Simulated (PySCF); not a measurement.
H2Te2, SMILES [TeH][TeH].

The structure is a stationary point at B3LYP-D3(BJ)/def2-TZVP. The def2 effective core potentials stand for the cores of Te; spin–orbit coupling is left out.

Two levels are set side by side: TDDFT-PBE/def2-SVPD (PySCF) and TDDFT-CAM-B3LYP/def2-SVPD (PySCF). Vertical, same geometry. The lowest singlet is HOMO→LUMO 100 % with PBE and HOMO→LUMO 97 % with the other functional; states are paired by order. Differences are taken from unrounded values.

| quantity | TDDFT-CAM-B3LYP | TDDFT-PBE | TDDFT-PBE minus TDDFT-CAM-B3LYP |
|---|---|---|---|
| lowest singlet excitation (eV) | 3.06 | 2.82 | -0.25 |
| lowest triplet excitation (TDA) (eV) | 2.55 | 2.33 | -0.22 |
| first bright state (f over 0.05) (eV) | 6.01 | 5.67 | -0.35 |
| its oscillator strength | 0.47 | 0.28 | -0.20 |

Functionals without exact exchange tend to place singlet excitations lower, as here. Differences between two approximate levels are no errors against the true value.

Rough cost on one machine, each run with all the roots and properties that it gave: TDDFT-CAM-B3LYP against TDDFT-PBE about 9 times.
